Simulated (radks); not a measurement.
Neutral erbium inside a hard spherical wall (all orbitals vanish at R), configuration held at [Xe] 4f12 6s2 and not refilled when levels cross. Calculated with a radial shooting solver on a logarithmic mesh with Libxc functionals: scalar-relativistic Kohn-Sham, LDA (Slater exchange, Perdew-Wang correlation), spin-polarised, spherical densities, finite nucleus; open shells are filled with parallel spins first (spin-orbit coupling, left out, can overturn this in heavy ions); Fermi nuclear charge, rms radius 5.2516 fm. Eigenvalues in eV for spin up, with the zero of energy where the potential of the charges vanishes at infinity; a dash marks a level that is unbound or too diffuse for the functional's potential to be trusted. A positive occupied level is held by the wall or, in an anion where self-interaction has pushed it up, behind a barrier. The pressure on the wall is -dE/dV.

R (bohr)	E (hartree)	kinetic (hartree)	e(5s)	e(5p)	e(4f)	e(6s)	e(6p, empty)	e(5d, empty)	pressure (GPa)
free	-13076.8074	14171.024	-52.401	-26.816	-4.045	-4.012	-1.193	-1.137	0
20	-13076.8074	14171.024	-52.401	-26.816	-4.045	-4.012	-1.192	-1.137	< 0.0001
10	-13076.8055	14171.042	-52.268	-26.685	-3.915	-3.906	-0.870	-0.991	0.0455
7	-13076.7711	14171.241	-51.271	-25.708	-2.933	-2.896	1.039	0.033	1.66
6	-13076.7122	14171.508	-50.303	-24.774	-1.965	-1.608	3.187	1.097	6.03
5	-13076.5486	14172.157	-48.579	-23.136	-0.188	1.389	7.855	3.173	25.1
3	-13073.7376	14182.767	-35.793	-10.435	14.646	37.599	55.512	21.562	1250
